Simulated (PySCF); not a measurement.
Species: C3H5BrGe.
Atom-mapped SMILES: `[CH3:1][C:2]#[C:3][GeH2:4][Br:5]` (hydrogens: H6, H7, H8 on C1; H9, H10 on Ge4)

Computed with PySCF 2.14.0, PBE0-D3(BJ)/def2-SVP geometry optimisation, gas phase.

List the bond lengths and angles at this level.

```csv
bond,length (Å),order
C1–C2,1.450,single
C2≡C3,1.218,triple
C3–Ge4,1.882,single
Ge4–Br5,2.315,single
"C1–H6, C1–H7, C1–H8",1.101,single
"Ge4–H9, Ge4–H10",1.533,single
```

Bonds in one row agree within 0.01 Å and their mean is given. Orders are formal, as drawn. A selection of angles:
```csv
angle,degrees
C2–C1–H6,110.7
H6–C1–H7,108.0
C1–C2–C3,179.7
C2–C3–Ge4,178.4
C3–Ge4–Br5,108.3
C3–Ge4–H9,111.0
Br5–Ge4–H9,106.8
H9–Ge4–H10,112.4
```

The 5 heavy atoms lie in one plane (0.004 Å rms). The 2 C–C bonds span 1.218 Å (C2≡C3, drawn triple) to 1.450 Å (C1–C2, drawn single), a spread of 0.232 Å. Ge4 (germanium bonded to Br, C and 2 H) is tetrahedral (angles from 106.8° to 112.4°).

No PBE0-D3(BJ)/def2-SVP frequencies stand behind this structure, so it isn't proved a minimum.

Hardware: one thread, Arm Neoverse V1, on a shared host. Cost: 36 s. This is the geometry optimisation.
